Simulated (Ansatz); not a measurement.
Energy needed to pull apart CH4AlBSi (SMILES B[Si]1=[CH][AlH]1), singlet, into free ground-state atoms, from the structure below (at a frame of a short PBE0-D4/def2-SVP trajectory); no zero-point or spin–orbit terms; open-shell atoms are treated unrestricted, in their ground-state multiplicity.

```csv
atom,x (Å),y (Å),z (Å)
B1,-0.4865,2.0600,-0.2946
Si2,0.1887,0.3110,-0.0292
C3,1.1347,-1.0536,0.7856
Al4,-0.0144,-2.0828,-0.3426
H5,-1.7729,2.2577,-0.4019
H6,0.2711,2.9004,-0.7902
H7,1.4917,-0.9085,1.8169
H8,-0.7717,-3.3374,-0.8821
```

Ansatz 0.2.0; basis: def2-TZVPP; cores frozen in the correlated methods.

```json
{"method": "PBE-D4", "atomization energy (kcal/mol)": "?"}
{"method": "r2SCAN-D4", "atomization energy (kcal/mol)": "595.8"}
{"method": "PBE0-D4", "atomization energy (kcal/mol)": "588.6"}
{"method": "wB97M-V", "atomization energy (kcal/mol)": "583.5"}
{"method": "HF", "atomization energy (kcal/mol)": "?"}
{"method": "MP2", "atomization energy (kcal/mol)": "576.7"}
{"method": "CCSD", "atomization energy (kcal/mol)": "554.0"}
{"method": "CCSD(T)", "atomization energy (kcal/mol)": "568.3"}
```

Task: What does PBE-D4 give? (To be estimated.)

Result: The calculation gives: 601.6 kcal/mol, which is about 33.3 kcal/mol more than CCSD(T)/def2-TZVPP.

Task: What does HF give? (An estimate is asked for; the value comes from the calculation.)

Result: The calculation gives: 416.3 kcal/mol, which is about 152.0 kcal/mol less than CCSD(T)/def2-TZVPP.

In triple zeta the MP2 and coupled-cluster atomization energies are still short of their basis limit by a few kcal/mol a bond, whereas those of the functionals are nearly converged, so these differences are not deviations from converged CCSD(T).

T1 diagnostic: at most 0.026. The T1 diagnostic is large here, which may signal multireference character or strong orbital relaxation, so CCSD(T) is less sure. The restricted Hartree–Fock reference is unstable towards an unrestricted one here.

For scale, one of the runs: CCSD(T)/def2-TZVPP forces, 202 basis functions, launched by `ansatz run in.yaml --threads 2 --pin off --events-out ev --progress --plain --max-ram 3481MiB`. The run took 7.2 min on 2 CPU threads of an Arm Neoverse V2 (shared host), with 2.3 GiB of host memory at its peak.
